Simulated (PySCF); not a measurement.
# Working out the ionisation energy of Pb

Pb [Xe] 4f14 5d10 6s2 6p2 (3P) → Pb⁺ [Xe] 4f14 5d10 6s2 6p1 (2P). All numbers are calculated (PySCF 2.14, scalar relativity through the core potential, in aug-cc-pwCVTZ-PP with ECP60MDF (8s7p6d4f1g, 96 functions)). Frozen: nothing. Energies in hartree (1 hartree = 27.21139 eV):

| part | Pb (lower) | Pb⁺ (upper) |
| --- | --- | --- |
| UHF | -191.836164 | -191.594991 |
| MP2 opposite-spin | -0.469411 | -0.462714 |
| MP2 same-spin | -0.244500 | -0.235233 |

Question: What does Hartree-Fock give?

Answer: (-191.594991) − (-191.836164) = 0.241173 hartree = 6.563 eV.

Question: What do MP2 and SCS-MP2 (6/5 opposite-spin, 1/3 same-spin) give?

Answer: The opposite-spin parts differ by 0.182 eV and the same-spin parts by 0.252 eV. MP2: 6.563 + (0.182) + (0.252) = 6.997 eV. SCS-MP2: 6.563 + 1.2 × (0.182) + (0.252)/3 = 6.865 eV.

Reference: 7.417 eV (measured; NIST Atomic Spectra Database, ionization energies), between the lowest levels; spin-orbit coupling is absent from the calculation.

What remains against the reference includes basis incompleteness and correlation beyond second order.
